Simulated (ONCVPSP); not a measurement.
## u(r) = r·R(r): atom against pseudo-atom (Os)

Columns: radius, all-electron u(r) and pseudo u(r) of the 5d shell (level -10.07 eV) of osmium in the configuration [Xe] 4f14 5d6 6s1.5; PBE, scalar-relativistic, ONCV scheme, ONCVPSP 4.0.1.

| r (bohr) | all-electron | pseudo |
| --- | --- | --- |
| 0.130 | 0.2312 | 0.0036 |
| 0.260 | -0.2039 | 0.0272 |
| 0.390 | -0.3687 | 0.0849 |
| 0.520 | -0.1823 | 0.1803 |
| 0.650 | 0.1115 | 0.3061 |
| 0.780 | 0.3791 | 0.4466 |
| 0.910 | 0.5790 | 0.5823 |
| 1.040 | 0.7091 | 0.6956 |
| 1.170 | 0.7813 | 0.7751 |
| 1.300 | 0.8101 | 0.8167 |
| 1.430 | 0.8086 | 0.8236 |
| 1.560 | 0.7869 | 0.8036 |
| 1.690 | 0.7526 | 0.7661 |
| 1.820 | 0.7111 | 0.7195 |
| 1.950 | 0.6659 | 0.6699 |
| 2.080 | 0.6195 | 0.6209 |
| 2.210 | 0.5735 | 0.5737 |
| 2.340 | 0.5289 | 0.5288 |
| 2.470 | 0.4862 | 0.4862 |
| 2.600 | 0.4458 | 0.4458 |
| 2.730 | 0.4079 | 0.4079 |
| 2.860 | 0.3726 | 0.3726 |
| 2.990 | 0.3398 | 0.3398 |
| 3.120 | 0.3095 | 0.3094 |
| 3.250 | 0.2815 | 0.2815 |
| 3.380 | 0.2558 | 0.2558 |

Task: How many radial nodes do the two functions have?

Result: The all-electron 5d function has n − l − 1 = 2; the pseudo-wave has 0, since the states of the same l below it are removed with the core.

Task: At about which radius was the pseudo-wave matched?

Result: 2.45 bohr. The columns agree to 0.0005 from 2.21 bohr on; several derivatives are matched, so the curves merge somewhat inside the radius.

Task: Where does each function peak?

Result: Outermost all-electron maximum near 1.30 bohr, pseudo maximum near 1.43 bohr (to the table’s step).

Task: Is the pseudo-wave norm-conserving?

Result: Yes: the ONCV scheme keeps the norm inside the radius equal to the all-electron one, which fixes the energy derivative of the logarithmic derivative at the level.
